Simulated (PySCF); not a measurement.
SMILES F[Si](F)([SiH2]C[SiH3])F (CH₇F₃Si₃), singlet at its GFN2-xTB optimised geometry (Å):

```
14

F      3.3949     0.5436     0.0000
Si     1.8012     0.5436     0.0000
F      1.4888     2.1078     0.0000
F      1.4854     0.1611     1.5147
Si     0.8024    -0.7197    -1.6103
C     -0.9011     0.0006    -2.0359
Si    -2.1491     0.0764    -0.5924
H      0.6616    -2.1078    -1.1435
H      1.6554    -0.7539    -2.8118
H     -1.3358    -0.5842    -2.8465
H     -0.7720     1.0098    -2.4309
H     -2.4150    -1.2860    -0.1245
H     -3.3949     0.6794    -1.0755
H     -1.5877     0.8864     0.4892
```

Calculation: CAM-B3LYP/def2-TZVP (PySCF). Cells within 0.4 Å of a nucleus heavier than hydrogen are left out (blank, or x).

Map of the electron localisation function on the plane z = 1.2 Å:

```
|0000000000000000000000000|
|0000000000000000000000000|
|0000000000000000000000000|
|0000000000000000000000000|
|0000000000000000000000000|
|0000000000000000000000000|
|0000000000000012210000000|
|0000000155000023210000000|
|0000002899700001000000000|
|0000005999900000000011000|
|0000005999900146520132000|
|0000002899900478850132000|
|000000026740048x850021000|
|0000000001000367740000000|
|0000024310000024310000000|
|0000068840000000000000000|
|0000048851000000000000000|
|0000003310000000000000000|
|0000000000000000000000000|
|0000000000000000000000000|
|0000000000000000000000000|
|0000000000000000000000000|
|0000000000000000000000000|
|0000000000000000000000000|
|0000000000000000000000000|
```
Scale: ten equal steps from 0.000 (start of '0') to 0.999 (end of '9'), in the order '0123456789'; x runs from -5.50 to 5.50, y from -5.50 (bottom) to 5.50 (top).
